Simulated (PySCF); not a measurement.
Molecule: `[SiH3]O[SiH2][SiH2]O[SiH3]`, H$_{10}$O$_{2}$Si$_{4}$.

Geometry:
| atom | x (Å) | y (Å) | z (Å) |
| --- | --- | --- | --- |
| Si1 | 3.800 | -0.391 | 0.627 |
| O2 | 2.302 | -0.500 | -0.070 |
| Si3 | 0.967 | 0.262 | -0.707 |
| Si4 | -0.878 | -0.436 | 0.555 |
| O5 | -2.228 | 0.330 | -0.051 |
| Si6 | -3.866 | 0.511 | 0.134 |
| H7 | 4.421 | -1.746 | 0.623 |
| H8 | 3.682 | 0.091 | 2.037 |
| H9 | 4.667 | 0.558 | -0.136 |
| H10 | 1.129 | 1.751 | -0.642 |
| H11 | 0.818 | -0.122 | -2.144 |
| H12 | -1.045 | -1.922 | 0.473 |
| H13 | -0.690 | -0.086 | 2.000 |
| H14 | -4.334 | 1.542 | -0.833 |
| H15 | -4.187 | 0.949 | 1.527 |
| H16 | -4.565 | -0.782 | -0.137 |

Geometry PBE0-D3(BJ)/def2-SVP throughout; GIAO in PySCF, gas phase, one conformer, non-relativistic; equivalent atoms averaged; functional PBE0.

For orientation, 6-31G gives these absolute shieldings σ: Si3/Si4 441.5, Si1/Si6 448.1, O2/O5 379.8, H10/H11/H12/H13 27.23, H7/H8/H9/H14/H15/H16 27.41 ppm.

A run gave: Si3/Si4 365.4, Si1/Si6 370.1, O2/O5 331.4, H10/H11/H12/H13 25.91, H7/H8/H9/H14/H15/H16 26.25 ppm (absolute shieldings σ).

**Question.** Which basis set was used in that run?
A. def2-TZVP
B. pcSseg-0
C. cc-pVDZ
D. STO-3G

**Answer.** A. Si3/Si4 tells them apart best: def2-TZVP gives 365.4, pcSseg-0 gives 411.0, STO-3G gives 551.7, cc-pVDZ gives 440.9 ppm.
